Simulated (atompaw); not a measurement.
V PAW (atompaw): all-electron and pseudo phase curves

vanadium, PAW, made with atompaw 4.2.0.5 (PBE, scalar-relativistic). Core [Ne], reference 3s2 3p6 3d3 4s0 4p0 (charge +2). Waves: 3s (bound): rc 1.25 bohr; 4s (bound, empty): rc 1.95 bohr; 3p (bound): rc 1.10 bohr; 4p (bound, empty): rc 1.95 bohr; 3d (bound): rc 1.95 bohr; 3d channel at 2.05 Ry: rc 1.95 bohr. Local part: troulliermartins scheme with l = 3 at -0.5 Ry, radius 1.85 bohr. Core correction: smooth core density matched at 1.80 bohr. Augmentation charge: sinc compensation charge, radius 1.50 bohr; PAW radius 1.95 bohr; waves and projectors: custom polynom gramschmidtortho.

The phase is arctan(r·u′/u) with u = r·R(r), unwrapped; energies in Ry, scanned from -8 to 5 Ry. A pole is an energy at which the radial function vanishes at the test radius. The pseudo phase is shifted by a multiple of π to meet the all-electron one at the reference energy, and phase errors are pseudo minus all-electron; the curves can meet again beyond the range given. Levels narrower than the energy grid can be missing from the lists of poles.

```tsv
channel	radius (bohr)	reference energy (Ry)	poles, all-electron	poles, pseudo	unbroken range about the reference energy with phases within 0.05 rad	phase error 1 Ry above the reference energy (rad)
s	1.97	-1.31	-6.18	-6.18, 4.82	the whole range	-0.003
p	1.97	-0.95	-4.13	-4.13, 3.74	below 0.5	-0.011
d	1.97	-1.57	-0.89	-0.89	the whole range	+0.002
```

Phases in the p channel:

```csv
E (Ry),all-electron,pseudo
-8.00,1.347,1.345
-7.76,1.341,1.338
-7.52,1.334,1.331
-7.28,1.326,1.323
-7.04,1.317,1.314
-6.80,1.306,1.303
-6.56,1.294,1.291
-6.32,1.278,1.275
-6.08,1.259,1.256
-5.84,1.233,1.230
-5.60,1.196,1.192
-5.36,1.136,1.132
-5.12,1.021,1.015
-4.88,0.697,0.689
-4.64,-0.542,-0.546
-4.40,-1.348,-1.348
-4.16,-1.556,-1.557
-3.92,-1.647,-1.648
-3.68,-1.700,-1.701
-3.44,-1.737,-1.738
-3.20,-1.766,-1.768
-2.96,-1.791,-1.793
-2.72,-1.815,-1.817
-2.48,-1.838,-1.839
-2.24,-1.861,-1.863
-2.00,-1.886,-1.887
-1.76,-1.913,-1.914
-1.52,-1.943,-1.944
-1.28,-1.978,-1.978
-1.04,-2.018,-2.018
-0.80,-2.066,-2.066
-0.56,-2.125,-2.126
-0.32,-2.199,-2.202
-0.08,-2.295,-2.301
0.16,-2.420,-2.437
0.40,-2.588,-2.624
0.64,-2.809,-2.879
0.88,-3.082,-3.200
1.12,-3.378,-3.538
1.36,-3.652,-3.829
1.60,-3.875,-4.050
1.84,-4.044,-4.210
2.08,-4.170,-4.328
2.32,-4.266,-4.418
2.56,-4.340,-4.489
2.80,-4.398,-4.546
3.04,-4.445,-4.595
3.28,-4.484,-4.639
3.52,-4.517,-4.678
3.76,-4.545,-4.716
4.00,-4.569,-4.753
4.24,-4.590,-4.791
4.48,-4.609,-4.831
4.72,-4.626,-4.877
4.96,-4.641,-4.929
```
